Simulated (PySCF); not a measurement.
Level of theory: PBE-D3(BJ)/def2-TZVP // PBE0-D4/def2-TZVP (PySCF). All species are isolated molecules in the gas phase. 

Reference species (SMILES): `[Ga]([F])[Cl]` (neutral, multiplicity 2).

| Property | Result |
|---|---|
| dipole moment | 1.88 D |

Changed species: `[Ga]([F])[F]` (radical fragment; the reference has radical fragment).

Q: What does the change do to the dipole moment?

A: the dipole moment rises by 0.30 D, to 2.18 D.
